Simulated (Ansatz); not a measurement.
Gas-phase electronic energies from Ansatz, PBE0-D4/def2-TZVP geometries. CCSD(T)/CBS adds triple-zeta CCSD(T) − MP2 to the extrapolated MP2 energy (def2 sets, frozen cores). This one scheme is used for every species. Functionals use def2-TZVPP. def2 core potentials past Kr. For Sn outer-core shells are correlated without core-valence functions, which leaves a few kJ/mol of doubt a bond. One conformer a species, not always the lowest.

Consider the formal exchange of groups at the Sn–B bond: `F[BH][SnH2][SiH3]` + SiH₄ → `[SiH3][SnH2][SiH3]` + `BF`.

| level | ΔE (kJ/mol) | difference from CCSD(T)/CBS |
| --- | --- | --- |
| B97M-V | -42.0 | 2.8 |
| ωB97M-V | -42.1 | 2.7 |
| B2PLYP | -42.4 | 2.4 |
| r2SCANh | -43.2 | 1.6 |
| r2SCAN0 | -44.8 | 0.0 |
| MP2/def2-TZVPP | -45.0 | -0.2 |
| SCS-MP2/def2-TZVPP | -42.8 | 2.0 |
| HF/def2-QZVPP | -44.5 | 0.3 |
| SCS-MP2/def2-QZVPP | -44.6 | 0.2 |
| CCSD/CBS(def2) | -45.1 | -0.3 |
| CCSD(T)/CBS | -44.8 | 0 |

Largest T1 diagnostic among the species: 0.014.

From PBE to PBE0 (25 % exact exchange), in def2-TZVPP and without D4, ΔE moves by −3.4 kJ/mol. The D4 term adds −3.5 kJ/mol with B3LYP and −2.1 kJ/mol with PBE0; it sums over pairs of atoms, weighted by their polarisabilities, and B3LYP, whose exchange is more repulsive, gets the larger term.

B3LYP here is the variant with VWN-RPA as its local correlation; programs differ in this.
